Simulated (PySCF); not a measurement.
PySCF input (HF/def2-TZVPD):

```python
from pyscf import gto, scf, dft

mol = gto.M(
    atom='''
    Ga    0.00000000    0.00000000    0.00000000
    I    -0.00000000   -0.00000000   -2.38685411
    I     0.00000000    0.00000000    2.38685411
    ''',
    basis='def2-tzvpd',
    ecp='def2-tzvp',
    charge=1,
    spin=0,
    verbose=4,
)

mf = scf.RHF(mol).density_fit(auxbasis='def2-universal-jkfit')
mf.conv_tol = 1e-9
mf.max_cycle = 100
mf.max_memory = 1500
mf.kernel()
if not mf.converged:
    mf = mf.newton()
    mf.kernel(mf.make_rdm1())
mf.analyze()
```

Output:

```
ECP def2-tzvp not found for  Ga
PySCF version 2.14.0

[INPUT] verbose = 4
[INPUT] num. atoms = 3
[INPUT] num. electrons = 80
[INPUT] charge = 1
[INPUT] spin (= nelec alpha-beta = 2S) = 0
[INPUT] symmetry False subgroup None
[INPUT] Mole.unit = angstrom
[INPUT] Symbol           X                Y                Z      unit          X                Y                Z       unit  Magmom
[INPUT]  1 Ga     0.000000000000   0.000000000000   0.000000000000 AA    0.000000000000   0.000000000000   0.000000000000 Bohr   0.0
[INPUT]  2 I      0.000000000000   0.000000000000  -2.386854110000 AA    0.000000000000   0.000000000000  -4.510500567192 Bohr   0.0
[INPUT]  3 I      0.000000000000   0.000000000000   2.386854110000 AA    0.000000000000   0.000000000000   4.510500567192 Bohr   0.0

nuclear repulsion = 412.92534437243
number of shells = 56
number of NR pGTOs = 314
number of NR cGTOs = 172
basis = def2-tzvpd
ecp = def2-tzvp

******** <class 'pyscf.df.df_jk.DFRHF'> ********
method = DFRHF
initial guess = minao
damping factor = 0
level_shift factor = 0
DIIS = <class 'pyscf.scf.diis.CDIIS'>
diis_start_cycle = 1
diis_space = 8
diis_damp = 0
SCF conv_tol = 1e-09
SCF conv_tol_grad = None
SCF max_cycles = 100
direct_scf = False
Set gradient conv threshold to 3.16228e-05
Initial guess from minao.
******** <class 'pyscf.df.df.DF'> ********
auxbasis = def2-universal-jkfit
init E= -2429.94383678376
  HOMO = -1.26371615822364  LUMO = -0.848972650565116  gap/eV = 11.28575
cycle= 1 E= -2514.46714970027  delta_E= -84.5  |g|= 3.85  |ddm|= 30.3
  HOMO = -0.382529450031315  LUMO = -0.200257553469239  gap/eV = 4.95987
cycle= 2 E= -2515.63192501982  delta_E= -1.16  |g|= 2.24  |ddm|= 8.36
  HOMO = -0.551705289231201  LUMO = -0.154458083530714  gap/eV = 10.80965
cycle= 3 E= -2516.37021139826  delta_E= -0.738  |g|= 0.542  |ddm|= 2.69
  HOMO = -0.576679815990538  LUMO = -0.199080679250025  gap/eV = 10.27500
cycle= 4 E= -2516.4122771671  delta_E= -0.0421  |g|= 0.197  |ddm|= 0.509
  HOMO = -0.573799769285982  LUMO = -0.185779723290836  gap/eV = 10.55856
cycle= 5 E= -2516.41641091102  delta_E= -0.00413  |g|= 0.0188  |ddm|= 0.134
  HOMO = -0.574362812032648  LUMO = -0.181725069397821  gap/eV = 10.68422
cycle= 6 E= -2516.416665874  delta_E= -0.000255  |g|= 0.0101  |ddm|= 0.047
  HOMO = -0.574559716667203  LUMO = -0.181691570952375  gap/eV = 10.69049
cycle= 7 E= -2516.41671323978  delta_E= -4.74e-05  |g|= 0.004  |ddm|= 0.0166
  HOMO = -0.574571585590532  LUMO = -0.181699798008178  gap/eV = 10.69059
cycle= 8 E= -2516.41672301806  delta_E= -9.78e-06  |g|= 0.000946  |ddm|= 0.00927
  HOMO = -0.574588216386066  LUMO = -0.181652122042017  gap/eV = 10.69234
cycle= 9 E= -2516.41672417496  delta_E= -1.16e-06  |g|= 0.000158  |ddm|= 0.00389
  HOMO = -0.574602583298199  LUMO = -0.181665300620882  gap/eV = 10.69237
cycle= 10 E= -2516.41672419405  delta_E= -1.91e-08  |g|= 2.65e-05  |ddm|= 0.000552
[...]
cycle= 11 E= -2516.41672419431  delta_E= -2.54e-10  |g|= 2.8e-06  |ddm|= 5.83e-05
  HOMO = -0.574600328093238  LUMO = -0.181664139938185  gap/eV = 10.69234
Extra cycle  E= -2516.41672419432  delta_E= -1.27e-11  |g|= 1.39e-06  |ddm|= 8.49e-06
converged SCF energy = -2516.41672419432
**** SCF Summaries ****
Total Energy =                       -2516.416724194317794
Nuclear Repulsion Energy =             412.925344372430061
One-electron Energy =                -4526.755755284729275
Two-electron Energy =                 1597.413686717981591
Two-electron Coulomb Energy =         1713.223251510707087
DFT Exchange-Correlation Energy =     -115.809564792725496
HOMO-LUMO gap [eV] =                    10.692338297114482
**** MO energy ****
MO #1   energy= -379.116821134324  occ= 2
MO #2   energy= -48.466630554005   occ= 2
MO #3   energy= -42.7948204279234  occ= 2
MO #4   energy= -42.7948204279234  occ= 2
MO #5   energy= -42.7915812207296  occ= 2
MO #6   energy= -7.94723847731397  occ= 2
MO #7   energy= -7.94723733967647  occ= 2
MO #8   energy= -6.69318792114785  occ= 2
MO #9   energy= -5.80052128482596  occ= 2
MO #10  energy= -5.80051997258994  occ= 2
MO #11  energy= -5.79243784385634  occ= 2
MO #12  energy= -5.79243784385606  occ= 2
MO #13  energy= -5.79243738988135  occ= 2
MO #14  energy= -5.79243738988115  occ= 2
MO #15  energy= -4.7859101460008   occ= 2
MO #16  energy= -4.7859101460007   occ= 2
MO #17  energy= -4.78211363111159  occ= 2
MO #18  energy= -2.49629707577435  occ= 2
MO #19  energy= -2.49627866796836  occ= 2
MO #20  energy= -2.49213022754232  occ= 2
MO #21  energy= -2.49213022754223  occ= 2
MO #22  energy= -2.49210763032371  occ= 2
MO #23  energy= -2.49210763032366  occ= 2
MO #24  energy= -2.48324079910548  occ= 2
MO #25  energy= -2.48324079910545  occ= 2
MO #26  energy= -2.48323406082375  occ= 2
MO #27  energy= -2.48323406082373  occ= 2
MO #28  energy= -1.49852393943361  occ= 2
MO #29  energy= -1.4985239394335   occ= 2
MO #30  energy= -1.49370191022235  occ= 2
MO #31  energy= -1.49305035692105  occ= 2
MO #32  energy= -1.49305035692093  occ= 2
MO #33  energy= -1.10470507592234  occ= 2
MO #34  energy= -1.09628086580519  occ= 2
MO #35  energy= -0.739579193034493 occ= 2
MO #36  energy= -0.638274989248158 occ= 2
MO #37  energy= -0.594122924261324 occ= 2
MO #38  energy= -0.594122924261281 occ= 2
MO #39  energy= -0.574600328093297 occ= 2
MO #40  energy= -0.574600328093238 occ= 2
MO #41  energy= -0.181664139938185 occ= 0
MO #42  energy= -0.152150787709257 occ= 0
MO #43  energy= -0.152150787709049 occ= 0
MO #44  energy= -0.0810482813590354 occ= 0
MO #45  energy= -0.0591378016996051 occ= 0
MO #46  energy= -0.05564588452997  occ= 0
MO #47  energy= -0.055645884529891 occ= 0
MO #48  energy= -0.0453392075567636 occ= 0
MO #49  energy= -0.0365379049519491 occ= 0
MO #50  energy= -0.0365379049518699 occ= 0
MO #51  energy= -0.0347058859210135 occ= 0
MO #52  energy= -0.0347058859209539 occ= 0
MO #53  energy= -0.00592573668485519 occ= 0
MO #54  energy= 0.0311768922531661 occ= 0
MO #55  energy= 0.0311768922532565 occ= 0
MO #56  energy= 0.0365661112841273 occ= 0
MO #57  energy= 0.0420559825722994 occ= 0
MO #58  energy= 0.0455099998061511 occ= 0
MO #59  energy= 0.0455099998061802 occ= 0
MO #60  energy= 0.0817282444392532 occ= 0
MO #61  energy= 0.0817282444392908 occ= 0
MO #62  energy= 0.0912286990410939 occ= 0
MO #63  energy= 0.0912286990411519 occ= 0
MO #64  energy= 0.0926530256015114 occ= 0
MO #65  energy= 0.0926530256015674 occ= 0
MO #66  energy= 0.0936685278746138 occ= 0
MO #67  energy= 0.11059438412038   occ= 0
MO #68  energy= 0.155081916632114  occ= 0
MO #69  energy= 0.175117618285224  occ= 0
MO #70  energy= 0.175117618285321  occ= 0
MO #71  energy= 0.181063355456592  occ= 0
MO #72  energy= 0.181063355456602  occ= 0
MO #73  energy= 0.214616736141573  occ= 0
MO #74  energy= 0.222187941776591  occ= 0
MO #75  energy= 0.222187941776788  occ= 0
MO #76  energy= 0.238656529258892  occ= 0
MO #77  energy= 0.276260353096041  occ= 0
MO #78  energy= 0.276260353096084  occ= 0
MO #79  energy= 0.319155086676638  occ= 0
MO #80  energy= 0.319155086676847  occ= 0
MO #81  energy= 0.324377694225762  occ= 0
MO #82  energy= 0.365245287833633  occ= 0
MO #83  energy= 0.365245287833889  occ= 0
MO #84  energy= 0.367550455393438  occ= 0
MO #85  energy= 0.367550455393613  occ= 0
MO #86  energy= 0.381432996758747  occ= 0
MO #87  energy= 0.381432996758844  occ= 0
MO #88  energy= 0.397218774243853  occ= 0
MO #89  energy= 0.438865907578054  occ= 0
MO #90  energy= 0.504915188225023  occ= 0
MO #91  energy= 0.504915188225058  occ= 0
MO #92  energy= 0.52778640801026   occ= 0
MO #93  energy= 0.585438037389063  occ= 0
MO #94  energy= 0.759586461594914  occ= 0
MO #95  energy= 0.759586461594941  occ= 0
MO #96  energy= 0.785371569677361  occ= 0
MO #97  energy= 0.814982193823333  occ= 0
MO #98  energy= 0.814982193823544  occ= 0
MO #99  energy= 0.815258592616664  occ= 0
MO #100 energy= 0.815258592616775  occ= 0
MO #101 energy= 0.817010992634903  occ= 0
MO #102 energy= 0.83104385608895   occ= 0
MO #103 energy= 0.831043856089225  occ= 0
MO #104 energy= 0.841443901977738  occ= 0
MO #105 energy= 0.841443901977819  occ= 0
MO #106 energy= 0.929887513973301  occ= 0
MO #107 energy= 0.929887513973481  occ= 0
[...]
```

It need not be the lowest isomer of its formula.
